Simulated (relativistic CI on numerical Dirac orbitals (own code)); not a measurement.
# The spin-orbit constant of P+ from its measured fine structure

Problem. The ground term ³P of P+ (3s²3p²) has the measured levels J = 0: 0.0, J = 1: 164.9, J = 2: 469.1 cm⁻¹ (NIST Handbook of Basic Atomic Spectroscopic Data (Sansonetti and Martin, J. Phys. Chem. Ref. Data 34, 1559 (2005))). Test the interval rule and estimate ζ(3p).

Working.
1. In LS coupling E(J) − E(J − 1) = AJ. The intervals give A = 164.9 (J = 1), 152.1 (J = 2) cm⁻¹.
2. These values spread by 8 % of their mean, from second-order spin-orbit mixing with other terms and from spin-spin terms.
3. The whole width divided by the sum of the upper J values gives a mean A = 156.4 cm⁻¹.
4. For the Hund term of a shell that is less than half full, A = +ζ/2S with 2S = 2, so ζ = 313 cm⁻¹.

Check. The value calculated from Dirac-Coulomb-Breit radial functions of this configuration is ζ = 312 cm⁻¹, 0 % below the estimate from measurement. The same recipe applied to the calculated levels returns 301 cm⁻¹, which shows the bias of the recipe itself. Where the interval rule fails, the estimate is only rough.
